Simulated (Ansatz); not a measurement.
`F[SiH2][GaH2]` + `[SiH3]N[SiH3]` → `F[SiH2]N([SiH3])[SiH3]` + `[GaH3]` at 700 K and 1 bar (cleavage of the Si–Ga bond).

Calculated with Ansatz (gas phase, PBE0-D4/def2-TZVP geometries, no zero-point term in ΔE). CCSD(T)/CBS adds triple-zeta CCSD(T) − MP2 to the extrapolated MP2 energy (def2 sets, frozen cores). This one scheme is used for every species. For Ga outer-core shells are correlated without core-valence functions, which leaves a few kJ/mol of doubt a bond. Scalar relativity is left out up to krypton. One conformer a species, not always the lowest.

```tsv
species	CCSD(T)/CBS energy (Eh)	H − E (kJ/mol)	S (J/(mol·K))
`F[SiH2][GaH2]`	-2315.24935	146.8	413.0
`[SiH3]N[SiH3]`	-637.10515	245.6	444.2
`F[SiH2]N([SiH3])[SiH3]`	-1026.67748	304.1	548.1
`[GaH3]`	-1925.70545	80.8	262.3
```

H − E and S are ideal-gas, rigid-rotor, harmonic terms from PBE0-D4/def2-TZVP, for one conformer and one mirror image of each species. 1 Eh = 2625.50 kJ/mol, R = 8.31446 J/(mol·K).

Q: By hand: ΔE, ΔH, ΔS and ΔG.

A: ΔE = (-1026.67748) + (-1925.70545) − (-2315.24935) − (-637.10515) = -0.02843 Eh = -74.6 kJ/mol. Δ(H − E) = 304.1 + 80.8 − 146.8 − 245.6 = -7.5, so ΔH = -82.1 kJ/mol. ΔS = 548.1 + 262.3 − 413.0 − 444.2 = -46.8 J/(mol·K). ΔG = -82.1 − 700 × (-46.8)/1000 = -49.3 kJ/mol.

Q: By hand: the equilibrium constant, and the temperature at which ΔG would vanish if ΔH and ΔS stayed fixed.

A: log₁₀ K = −ΔG/(RT ln 10) = 3.7. ΔG = 0 at ΔH/ΔS = 1754 K.

TΔS isn't small against ΔH here. A doubt of 5 kJ/mol in ΔE shifts log₁₀ K by 0.4 here. Other conformers and mirror images would add mixing entropy, several J/(mol·K) or more a flexible species. Modes under 60 cm⁻¹, often nearly free rotors, make the harmonic entropy too high. These are equilibria of isolated gas molecules and say nothing of rates. Largest T1 diagnostic: 0.013 (customary marks: 0.02 for closed shells, 0.045 for open ones).
